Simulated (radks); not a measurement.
All-electron atom: Co I in [Ne] 3s2 3p4 3d7 4s2 4p2 (not the ground configuration). Method: non-relativistic Kohn-Sham, SCAN, spin-unpolarised, spherical densities, point nucleus; meta-GGA in the generalised Kohn-Sham scheme; computed with a radial shooting solver on a logarithmic mesh with Libxc functionals.

Normalised radial functions P(r) = r R(r), r in bohr:

r	4s
0.006394	0.0526
0.009693	0.0726
0.01458	0.0945
0.0221	0.1131
0.03323	0.1152
0.05037	0.0808
0.07574	-0.0054
0.1148	-0.1304
0.1727	-0.2039
0.2617	-0.0980
0.3936	0.1779
0.5967	0.3313
0.8973	0.0565
1.36	-0.4666
2.045	-0.7104
3.101	-0.5154
4.663	-0.1926
7.068	-0.0299
10.63	-0.0015

4s: eigenvalue -10.151 eV, 3 radial nodes at r = 0.0742, 0.307, 0.941 bohr, <r> = 2.46 bohr, 90 % of the charge inside 3.69 bohr.
